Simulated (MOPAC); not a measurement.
Input file for MOPAC: AM1 on GeH6OSi (SMILES [SiH3][O][GeH3]).

```
AM1 1SCF PRECISE CHARGE=0 THREADS=1
GeH6OSi

Si     1.54003625 1    -0.17000435 1     0.20612023 1
O      0.10233796 1    -0.43156003 1    -0.53032674 1
Ge    -1.57836113 1     0.11780093 1    -0.28423340 1
H      1.90230379 1     1.26989369 1     0.16958680 1
H      1.49419459 1    -0.59537339 1     1.62842922 1
H      2.57299793 1    -0.95322070 1    -0.50646589 1
H     -1.61007726 1     1.64996605 1    -0.42395758 1
H     -2.39693243 1    -0.57150486 1    -1.38172198 1
H     -2.02649971 1    -0.31599733 1     1.12256936 1
```

Program output:

```
*******************************************************************************
 **                                                                           **
 **                              MOPAC v23.2.5                                **
 **                                                                           **
 *******************************************************************************
 ** MOPAC's Digital Object Identifier: https://doi.org/10.5281/zenodo.6511958 **
 **                                                                           **
 ** Please cite the open-source release paper for use of this MOPAC version:  **
 ** J. E. Moussa and J. J. P. Stewart (2026)                                  **
 ** MOPAC: An open-source semiempirical molecular orbital program             **
 ** J. Open Source Softw., 11(119), 8025, https://doi.org/10.21105/joss.08025 **
 *******************************************************************************

                              AM1 CALCULATION RESULTS

 *******************************************************************************
 *  AM1        - The AM1 Hamiltonian to be used
 *
 *
 *
 *                 CHARGE ON SYSTEM = 0
 *
 *
 *
 *  PRECISE    - TIGHTER CRITERIA TO BE USED
 *  1SCF       - DO 1 SCF AND THEN STOP
 *  THREADS=1  - MULTI-THREADING NOT USED
 *  T=         - A TIME OF 172800.0 SECONDS REQUESTED
 *  DUMP=N     - RESTART FILE WRITTEN EVERY 7200.0 SECONDS REQUESTED
 *******************************************************************************
AM1 1SCF PRECISE CHARGE=0 THREADS=1
 GeH6OSi

   ATOM   CHEMICAL          X               Y               Z
  NUMBER   SYMBOL      (ANGSTROMS)     (ANGSTROMS)     (ANGSTROMS)

     1      Si          1.54003625  *  -0.17000435  *   0.20612023  *
     2       O          0.10233796  *  -0.43156003  *  -0.53032674  *
     3      Ge         -1.57836113  *   0.11780093  *  -0.28423340  *
     4       H          1.90230379  *   1.26989369  *   0.16958680  *
     5       H          1.49419459  *  -0.59537339  *   1.62842922  *
     6       H          2.57299793  *  -0.95322070  *  -0.50646589  *
     7       H         -1.61007726  *   1.64996605  *  -0.42395758  *
     8       H         -2.39693243  *  -0.57150486  *  -1.38172198  *
     9       H         -2.02649971  *  -0.31599733  *   1.12256936  *



          CARTESIAN COORDINATES

    NO.       ATOM           X           Y           Z

     1        Si          1.5400     -0.1700      0.2061
     2         O          0.1023     -0.4316     -0.5303
     3        Ge         -1.5784      0.1178     -0.2842
     4         H          1.9023      1.2699      0.1696
     5         H          1.4942     -0.5954      1.6284
     6         H          2.5730     -0.9532     -0.5065
     7         H         -1.6101      1.6500     -0.4240
     8         H         -2.3969     -0.5715     -1.3817
     9         H         -2.0265     -0.3160      1.1226

  H: (AM1): M.J.S. DEWAR ET AL, J. AM. CHEM. SOC. 107 3902-3909 (1985)
  O: (AM1): M.J.S. DEWAR ET AL, J. AM. CHEM. SOC. 107 3902-3909 (1985)
 Si: (AM1): M.J.S.DEWAR, C. JIE, ORGANOMETALLICS, 6, 1486-1490 (1987).
 Ge: (AM1): M.J.S.Dewar and C.Jie, Organometallics, 8, 1544, (1989)

           Empirical Formula: H6 O Si Ge  =     9 atoms



      MOLECULAR POINT GROUP   :   Cs


      RHF CALCULATION, NO. OF DOUBLY OCCUPIED LEVELS = 10


 -------------------------------------------------------------------------------
 AM1 1SCF PRECISE CHARGE=0 THREADS=1
 GeH6OSi



     1SCF WAS SPECIFIED, SO BFGS WAS NOT USED
     SCF FIELD WAS ACHIEVED


                              AM1 CALCULATION
                                                       MOPAC v23.2.5 Linux




          FINAL HEAT OF FORMATION =        -44.24828 KCAL/MOL =    -185.13479 KJ/MOL


          COSMO AREA              =        129.24 SQUARE ANGSTROMS
          COSMO VOLUME            =        121.16 CUBIC ANGSTROMS

          IONIZATION POTENTIAL    =         10.523112 EV
          HOMO LUMO ENERGIES (EV) =        -10.523  0.636
          NO. OF FILLED LEVELS    =         10
          MOLECULAR WEIGHT        =        122.7223         POINT GROUP:  Cs

          MOLECULAR DIMENSIONS (Angstroms)

            Atom       Atom       Distance
            H     8    H     6     5.06083
            H     7    H     9     2.53577
            H     7    H     6     2.06537


          SCF CALCULATIONS        =          1





   ATOM   CHEMICAL          X               Y               Z
  NUMBER   SYMBOL      (ANGSTROMS)     (ANGSTROMS)     (ANGSTROMS)

     1      Si          1.54003625  *  -0.17000435  *   0.20612023  *
     2       O          0.10233796  *  -0.43156003  *  -0.53032674  *
     3      Ge         -1.57836113  *   0.11780093  *  -0.28423340  *
     4       H          1.90230379  *   1.26989369  *   0.16958680  *
     5       H          1.49419459  *  -0.59537339  *   1.62842922  *
     6       H          2.57299793  *  -0.95322070  *  -0.50646589  *
     7       H         -1.61007726  *   1.64996605  *  -0.42395758  *
     8       H         -2.39693243  *  -0.57150486  *  -1.38172198  *
     9       H         -2.02649971  *  -0.31599733  *   1.12256936  *

                             CARTESIAN COORDINATES

   1   Si        1.540036250    -0.170004350     0.206120230
   2    O        0.102337960    -0.431560030    -0.530326740
   3   Ge       -1.578361130     0.117800930    -0.284233400
   4    H        1.902303790     1.269893690     0.169586800
   5    H        1.494194590    -0.595373390     1.628429220
   6    H        2.572997930    -0.953220700    -0.506465890
   7    H       -1.610077260     1.649966050    -0.423957580
   8    H       -2.396932430    -0.571504860    -1.381721980
   9    H       -2.026499710    -0.315997330     1.122569360


           Empirical Formula: H6 O Si Ge  =     9 atoms



      MOLECULAR POINT GROUP   :   Cs


                  EIGENVALUES
 -35.05347 -17.28439 -15.79520 -14.49698 -14.42042 -13.78867 -11.72921 -11.64686
 -10.72724 -10.52311   0.63575   0.90261   0.90647   1.68462   1.98390   2.07207
   2.10876   3.46299


              NET ATOMIC CHARGES AND DIPOLE CONTRIBUTIONS

  ATOM NO.   TYPE          CHARGE      No. of ELECS.   s-Pop       p-Pop
    1         Si           1.125674        2.8743     0.81238     2.06195
    2          O          -0.831068        6.8311     1.83206     4.99901
    3         Ge           0.977225        3.0228     0.88843     2.13434
    4          H          -0.260884        1.2609     1.26088
    5          H          -0.261040        1.2610     1.26104
    6          H          -0.213784        1.2138     1.21378
    7          H          -0.183619        1.1836     1.18362
    8          H          -0.168918        1.1689     1.16892
    9          H          -0.183586        1.1836     1.18359
 DIPOLE           X         Y         Z       TOTAL
 POINT-CHG.    -1.238     0.778     0.668     1.607
 HYBRID         0.163    -0.126    -0.119     0.238
 SUM           -1.074     0.651     0.550     1.371


          ATOMIC ORBITAL ELECTRON POPULATIONS

     Atom    s        px        py        pz
    1 Si   0.81238   0.60868   0.74844   0.70483
    2  O   1.83206   1.35565   1.84410   1.79925
    3 Ge   0.88843   0.58367   0.76225   0.78842
    4  H   1.26088
    5  H   1.26104
    6  H   1.21378
    7  H   1.18362
    8  H   1.16892
    9  H   1.18359

 **********************
 *                    *
 * JOB ENDED NORMALLY *
 *                    *
 **********************




 == MOPAC DONE ==
```

The run finished.

Cost: roughly 0.020 core-seconds.
